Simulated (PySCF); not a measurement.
**Electron correlation in He (helium, neutral)**

1s2, closed-shell 1S. All numbers are calculated (PySCF 2.14, scalar relativity by spin-free X2C-1e, in x2c-QZVPPall (4s3p2d1f, 30 functions)). Frozen: nothing; 2 electrons correlated.

With two correlated electrons CCSD is exact within the correlated space (frozen core and kept virtual orbitals).

```csv
level,correlation energy (mhartree)
CCSD,-40.84
```

Diagnostics: T1 = 0.0013, D1 = 0.0018, largest double amplitude 0.034.

Problem. Is a single reference adequate?

Solution. Yes: T1 lies below 0.03 and no double amplitude reaches 0.07.
